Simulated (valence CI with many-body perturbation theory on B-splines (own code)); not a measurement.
## Sb⁴⁶⁺: fill in the table

Calculated by relativistic CI+MBPT: three valence electrons over a frozen Dirac-Fock core [He], a basis of 11 s, 11 p, 10 d, 8 f, 5 g, 2 h functions for each j, with the one-electron correlation potential Σ1 (screened to all orders), the two-electron term Σ2, the three-electron term Σ3, Breit, model QED; selected single and double excitations, second order for the rest, scaled by the run's own slope (own B-spline code, finite nucleus).

The last digits are not significant, and no measured levels were compared; by estimate large intervals hold to a few tenths of a per cent, small ones and those within an open d or f shell to about a per cent.

| Level | E (eV) |
| --- | --- |
| (2s^2 2p1/2) J=1/2 | 0.00 |
| (2s 2p1/2^2) J=1/2 | 149.74 |
| (2s^2 2p3/2) J=3/2 | ? |
| (2s 2p1/2 2p3/2) J=3/2 [a] | 383.60 |
| (2s 2p1/2 2p3/2) J=5/2 | 413.43 |
| (2s 2p1/2 2p3/2) J=3/2 [b] | ? |
| (2s 2p1/2 2p3/2) J=1/2 | 461.61 |
| (2p1/2^2 2p3/2) J=3/2 | ? |
| (2s 2p3/2^2) J=5/2 | 680.72 |
| (2s 2p3/2^2) J=1/2 | 749.59 |
| (2s 2p3/2^2) J=3/2 | 750.68 |
| (2p1/2 2p3/2^2) J=3/2 | 871.84 |
| (2p1/2 2p3/2^2) J=5/2 | ? |
| (2p1/2 2p3/2^2) J=1/2 | 926.55 |
| (2p3/2^3) J=3/2 | 1181.81 |
| (2s^2 3s) J=1/2 | 4560.43 |
| (2s^2 3p1/2) J=1/2 | 4612.79 |
| (2s 2p1/2 3s) J=1/2 [a] | ? |
| (2s 2p1/2 3s) J=3/2 | 4675.71 |
| (2s 2p1/2 3s) J=1/2 [b] | ? |

Levels are named by their leading jj configuration (3d3/2^4 stands for four electrons in 3d with j = 3/2), which in mixed levels can hold well under half, so a name can repeat and another be missing. Letters in brackets count levels of one name in rising energy.

**Question.** The levels stand in rising order. What does the calculation give for the missing energies?

**Answer.** (2s^2 2p3/2) J=3/2 278.87; (2s 2p1/2 2p3/2) J=3/2 [b] 460.41; (2p1/2^2 2p3/2) J=3/2 622.18; (2p1/2 2p3/2^2) J=5/2 890.63; (2s 2p1/2 3s) J=1/2 [a] 4662.81; (2s 2p1/2 3s) J=1/2 [b] 4698.66.
